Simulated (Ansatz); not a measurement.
Cartesian coordinates in Å:
```
Al -1.0016 -1.5070 -0.1286
N -0.1964 -0.3923 1.0997
Si 0.5992 1.0258 0.6672
C 0.6531 0.9301 -1.2248
S -0.0410 -0.2933 -2.0261
H -2.5479 -1.2771 -0.4580
H -0.4186 -2.9880 -0.2286
H -0.1182 -0.7016 2.0575
H 2.0102 1.1709 1.1312
H -0.0711 2.3326 0.9426
H 1.1323 1.6998 -1.8321
```

Charge 0, multiplicity 1. The bonds changed during the relaxation, so this is another structure than the one it started from.

(1) List the r2SCAN/def2-TZVPP orbital energies in eV (Ansatz 0.2.0). (Estimate.)

Answers

(1) Ansatz gave: Occupied: -2410.53, -1791.46, -1516.16, -384.38, -275.54, -214.94, -159.00, -158.96, -158.80, -141.87, -109.66, -96.77, -96.71, -96.69, -69.96, -69.80, -69.77, -22.07, -21.27, -16.31, -13.83, -11.85, -11.32, -10.60, -9.91, -9.27, -8.78, -8.14, -7.15, -7.01, -6.06. Lowest empty: -4.36, -0.26, -0.01, 0.32, 0.96, 1.51, 1.74, 2.06.
